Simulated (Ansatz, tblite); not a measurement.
Forces on the cluster Y₃O₃⁺ at its r2SCAN-D4/def2-SVP geometry. The state is a singlet with charge 1.

In the def2 sets Y takes a core potential; there is no spin–orbit coupling. The xTB rows come from tblite. The restricted singlet is unstable towards broken spin symmetry in Hartree–Fock (as tested in another run); at PBE-D4/def2-TZVP this wasn't settled. No other spin state of charge 1 was run. Another isomer (singlet) lies 0.22 eV lower at PBE0-D4/def2-TZVP; other spin states weren't run for this one.

GFN1-xTB (tblite), largest force 1.84 eV/Å:

```xyz
6
positions Å, forces eV/Å
Y    -1.542    1.232    0.049    0.827   -1.504   -0.676
Y    -0.202   -1.756    0.881   -0.357    1.135   -1.409
Y     1.205    0.107   -1.560   -1.607   -0.511    0.749
O    -1.156   -0.099    1.508   -0.456    0.145    1.256
O     0.203    1.696   -0.839    0.394    1.266   -0.210
O     1.492   -1.180   -0.039    1.199   -0.531    0.289
```

GFN2-xTB (tblite), largest force 1.08 eV/Å:

```
Y -0.929 0.367 -0.258
Y -0.329 -0.970 0.115
Y 0.300 -0.137 -0.978
O -0.345 0.129 1.019
O 0.331 1.020 -0.147
O 0.971 -0.408 0.250
```

PBE-D4/def2-TZVP (Ansatz), largest force 0.06 eV/Å:

```
Y -0.033 0.040 0.010
Y 0.003 -0.040 0.031
Y 0.046 0.010 -0.035
O -0.029 -0.006 0.024
O -0.007 0.026 -0.023
O 0.020 -0.030 -0.007
```
